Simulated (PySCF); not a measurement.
PySCF input for Ga(F) cation (FGa), SMILES [F][Ga] (connectivity only; charge and spin as stated), charge +1, multiplicity 2, TDA-LC-ωPBE/def2-TZVPD. The structure is a stationary point at PBE0-D3(BJ)/def2-TZVPD. The spin state was assumed, not searched.

```python
import numpy as np
from pyscf import gto, scf, dft, tdscf

mol = gto.M(
    atom='''
    Ga    0.00000000    0.00000000   -0.38387332
    F     0.00000000    0.00000000    1.32223034
    ''',
    basis='def2-TZVPD',
    charge=1,
    spin=1,
    max_memory=1600,
    verbose=4,
)
mf = dft.UKS(mol, xc='lc_wpbe').density_fit(auxbasis='def2-universal-jkfit')
mf.grids.level = 3
mf.conv_tol = 1e-9
mf.max_cycle = 100
mf.kernel()
fine, coarse = mf.grids, dft.Grids(mol).set(level=1).build(with_non0tab=True)
for _ in range(3):  # follow internal instabilities
    mf.grids = coarse
    mo, _, stable, _ = mf.stability(return_status=True, nroots=4)
    mf.grids = fine
    if stable:
        break
    mf.kernel(mf.make_rdm1(mo, mf.mo_occ))
mf.grids = dft.Grids(mol).set(level=1).build(with_non0tab=True)  # coarser grid for the response kernel
td = tdscf.TDA(mf)
td.nstates = 10
td.conv_tol = 1e-4
td.kernel(x0=td.get_init_guess(mf, 15))
td.analyze()
```

Log of the run:

```
PySCF version 2.14.0

[INPUT] verbose = 4
[INPUT] num. atoms = 2
[INPUT] num. electrons = 39
[INPUT] charge = 1
[INPUT] spin (= nelec alpha-beta = 2S) = 1
[INPUT] symmetry False subgroup None
[INPUT] Mole.unit = angstrom
[INPUT] Symbol           X                Y                Z      unit          X                Y                Z       unit  Magmom
[INPUT]  1 Ga     0.000000000000   0.000000000000  -0.383873320000 AA    0.000000000000   0.000000000000  -0.725415441328 Bohr   0.0
[INPUT]  2 F      0.000000000000   0.000000000000   1.322230340000 AA    0.000000000000   0.000000000000   2.498653216191 Bohr   0.0

nuclear repulsion = 86.5366186757257
number of shells = 32
number of NR pGTOs = 161
number of NR cGTOs = 94
basis = def2-TZVPD
ecp = {}


[settings echo left out]
init E= -2023.82958622183
  alpha nocc = 20  HOMO = -0.325379756740077  LUMO = -0.00181174488472842
  beta  nocc = 19  HOMO = -0.598056446161508  LUMO = -0.32537975674007

WARN: HOMO -0.325379756740077 >= LUMO -0.32537975674007

cycle= 1 E= -2023.96936040953  delta_E= -0.14  |g|= 0.695  |ddm|= 1.01
  alpha nocc = 20  HOMO = -0.632470676115671  LUMO = -0.240736548597288
  beta  nocc = 19  HOMO = -0.625672741242443  LUMO = -0.420466890659249
  HOMO = -0.625672741242  LUMO = -0.420466890659  gap/eV = 5.58394
cycle= 2 E= -2023.88324066168  delta_E= 0.0861  |g|= 0.99  |ddm|= 1.03
  alpha nocc = 20  HOMO = -0.722221305470228  LUMO = -0.216365604443103
  beta  nocc = 19  HOMO = -0.807676985227581  LUMO = -0.414675101848317
  HOMO = -0.72222130547  LUMO = -0.414675101848  gap/eV = 8.36876
cycle= 3 E= -2024.09948841471  delta_E= -0.216  |g|=  0.1  |ddm|= 0.49
  alpha nocc = 20  HOMO = -0.711198719467063  LUMO = -0.205775660384154
  beta  nocc = 19  HOMO = -0.775546415500034  LUMO = -0.393205367636405
  HOMO = -0.711198719467  LUMO = -0.393205367636  gap/eV = 8.65304
cycle= 4 E= -2024.10199508331  delta_E= -0.00251  |g|= 0.0389  |ddm|= 0.0645
  alpha nocc = 20  HOMO = -0.711782031742004  LUMO = -0.19948805921737
  beta  nocc = 19  HOMO = -0.784493512007652  LUMO = -0.382767960977226
  HOMO = -0.711782031742  LUMO = -0.382767960977  gap/eV = 8.95293
cycle= 5 E= -2024.10281546242  delta_E= -0.00082  |g|= 0.00867  |ddm|= 0.0464
  alpha nocc = 20  HOMO = -0.712254571608739  LUMO = -0.198950241195481
  beta  nocc = 19  HOMO = -0.783838201501794  LUMO = -0.380834022781087
  HOMO = -0.712254571609  LUMO = -0.380834022781  gap/eV = 9.01841
cycle= 6 E= -2024.1029430001  delta_E= -0.000128  |g|= 0.00338  |ddm|= 0.0206
  alpha nocc = 20  HOMO = -0.71242924764595  LUMO = -0.199101488477539
  beta  nocc = 19  HOMO = -0.782988725833134  LUMO = -0.380721269493527
  HOMO = -0.712429247646  LUMO = -0.380721269494  gap/eV = 9.02623
cycle= 7 E= -2024.10296600416  delta_E= -2.3e-05  |g|= 0.00132  |ddm|= 0.0087
  alpha nocc = 20  HOMO = -0.712503765008307  LUMO = -0.199216177517503
  beta  nocc = 19  HOMO = -0.782735049130289  LUMO = -0.38080753047835
  HOMO = -0.712503765008  LUMO = -0.380807530478  gap/eV = 9.02591
cycle= 8 E= -2024.10297096143  delta_E= -4.96e-06  |g|= 0.000417  |ddm|= 0.00487
  alpha nocc = 20  HOMO = -0.712471816891416  LUMO = -0.19917788652111
  beta  nocc = 19  HOMO = -0.782734456945953  LUMO = -0.380813027149934
  HOMO = -0.712471816891  LUMO = -0.38081302715  gap/eV = 9.02490
cycle= 9 E= -2024.10297158231  delta_E= -6.21e-07  |g|= 0.000141  |ddm|= 0.00192
  alpha nocc = 20  HOMO = -0.712459402739  LUMO = -0.199164491587528
  beta  nocc = 19  HOMO = -0.782676847090166  LUMO = -0.380811052855414
  HOMO = -0.712459402739  LUMO = -0.380811052855  gap/eV = 9.02461
cycle= 10 E= -2024.10297161868  delta_E= -3.64e-08  |g|= 2.88e-05  |ddm|= 0.000464
  alpha nocc = 20  HOMO = -0.712459587222597  LUMO = -0.199159938071745
  beta  nocc = 19  HOMO = -0.782683888067558  LUMO = -0.38080686715891
  HOMO = -0.712459587223  LUMO = -0.380806867159  gap/eV = 9.02473
cycle= 11 E= -2024.10297162051  delta_E= -1.82e-09  |g|= 1.07e-05  |ddm|= 9.3e-05
  alpha nocc = 20  HOMO = -0.712460809819213  LUMO = -0.199160355412842
  beta  nocc = 19  HOMO = -0.782682686881878  LUMO = -0.380807330178129
  HOMO = -0.712460809819  LUMO = -0.380807330178  gap/eV = 9.02475
cycle= 12 E= -2024.10297162069  delta_E= -1.84e-10  |g|= 3.47e-06  |ddm|= 2.55e-05
  alpha nocc = 20  HOMO = -0.712460728245226  LUMO = -0.199160438695933
  beta  nocc = 19  HOMO = -0.782683001749169  LUMO = -0.380807498333404
  HOMO = -0.712460728245  LUMO = -0.380807498333  gap/eV = 9.02474
Extra cycle  E= -2024.1029716207  delta_E= -4.55e-12  |g|= 3.25e-06  |ddm|= 5.22e-06
converged SCF energy = -2024.1029716207  <S^2> = 0.75420866  2S+1 = 2.0042042
tot grids = 12720
uhf_internal: lowest eigs of H = [0.28360109 0.2836022  0.37995348 0.43727947]
<class 'pyscf.df.df_jk.DFUKS'> wavefunction is stable in the internal stability analysis
tot grids = 12720


******** <class 'pyscf.tdscf.uks.TDA'> for <class 'pyscf.df.df_jk.DFUKS'> ********
nstates = 10
deg_eia_thresh = 1.000e-03
wfnsym = None
conv_tol = 0.0001
eigh lindep = 1e-12
eigh level_shift = 0
eigh max_cycle = 100


Excitation energies (eV)
[4.02884989 4.02884989 5.85156595 6.14819921 6.14819921 8.40133181
 8.40147766 8.4783576  8.51448181 9.24000678]

** Excitation energies and oscillator strengths **
Excited State   1:      4.02885 eV    307.74 nm  f=0.0018
      19b ->   20b     -0.98152
      19b ->   23b     -0.12941
Excited State   2:      4.02885 eV    307.74 nm  f=0.0018
      18b ->   20b     -0.98152
      18b ->   23b     -0.12941
Excited State   3:      5.85157 eV    211.88 nm  f=0.0464
      18a ->   22a      0.18204
      19a ->   21a      0.18204
      20a ->   23a     -0.13376
      17b ->   20b     -0.93174
Excited State   4:      6.14820 eV    201.66 nm  f=0.1412
      20a ->   21a      0.98283
Excited State   5:      6.14820 eV    201.66 nm  f=0.1412
      20a ->   22a     -0.98283
Excited State   6:      8.40133 eV    147.58 nm  f=0.0000
      18a ->   21a      0.57928
      18a ->   22a      0.37234
      19a ->   21a     -0.37234
      19a ->   22a      0.57928
      18b ->   21b     -0.10590
      19b ->   22b     -0.10590
Excited State   7:      8.40148 eV    147.57 nm  f=0.0000
      18a ->   21a      0.37234
      18a ->   22a     -0.57929
      19a ->   21a      0.57929
      19a ->   22a      0.37234
      18b ->   22b      0.10591
      19b ->   21b     -0.10591
Excited State   8:      8.47836 eV    146.24 nm  f=0.0002
      18a ->   22a     -0.55318
      19a ->   21a     -0.55318
      20a ->   23a     -0.30555
      17b ->   20b     -0.12881
      18b ->   21b      0.22037
      18b ->   22b      0.25636
      19b ->   21b      0.25636
      19b ->   22b     -0.22037
Excited State   9:      8.51448 eV    145.62 nm  f=0.0000
      18a ->   21a     -0.69483
      19a ->   22a      0.69483
Excited State  10:      9.24001 eV    134.18 nm  f=0.1845
      20a ->   23a     -0.83975
      20a ->   30a      0.15156
      18b ->   21b     -0.22605
      18b ->   22b     -0.26296
      19b ->   21b     -0.26296
      19b ->   22b      0.22605

** Transition electric dipole moments (AU) **
state          X           Y           Z        Dip. S.      Osc.
  1         0.0482     -0.1252      0.0000      0.0180      0.0018
  2        -0.1252     -0.0482     -0.0000      0.0180      0.0018
  3        -0.0000      0.0000      0.5691      0.3239      0.0464
  4        -0.1969      0.9479     -0.0000      0.9372      0.1412
  5        -0.9479     -0.1969     -0.0000      0.9372      0.1412
  6        -0.0000      0.0000     -0.0000      0.0000      0.0000
  7         0.0000     -0.0000     -0.0000      0.0000      0.0000
  8        -0.0000      0.0000     -0.0312      0.0010      0.0002
  9         0.0000     -0.0000     -0.0000      0.0000      0.0000
 10         0.0000      0.0000     -0.9028      0.8150      0.1845

** Transition velocity dipole moments (imaginary part, AU) **
state          X           Y           Z        Dip. S.      Osc.
  1         0.0091     -0.0236      0.0000      0.0006      0.0029
  2        -0.0236     -0.0091     -0.0000      0.0006      0.0029
  3         0.0000      0.0000      0.0393      0.0015      0.0048
  4        -0.0281      0.1353     -0.0000      0.0191      0.0563
  5        -0.1353     -0.0281     -0.0000      0.0191      0.0563
  6         0.0000      0.0000     -0.0000      0.0000      0.0000
  7         0.0000      0.0000      0.0000      0.0000      0.0000
  8        -0.0000     -0.0000     -0.0617      0.0038      0.0081
  9        -0.0000     -0.0000     -0.0000      0.0000      0.0000
 10         0.0000     -0.0000     -0.2931      0.0859      0.1687

** Transition magnetic dipole moments (imaginary part, AU) **
state          X           Y           Z
  1         0.0320      0.0123     -0.0000
  2         0.0123     -0.0320     -0.0000
  3        -0.0000     -0.0000     -0.0000
  4        -0.8075     -0.1677     -0.0000
  5         0.1677     -0.8075     -0.0000
  6         0.0000     -0.0000      0.0000
  7         0.0000      0.0000      0.0000
  8        -0.0000      0.0000     -0.0000
  9        -0.0000     -0.0000      0.0000
 10        -0.0000      0.0000      0.0000
```

The calculation finished and met its thresholds.
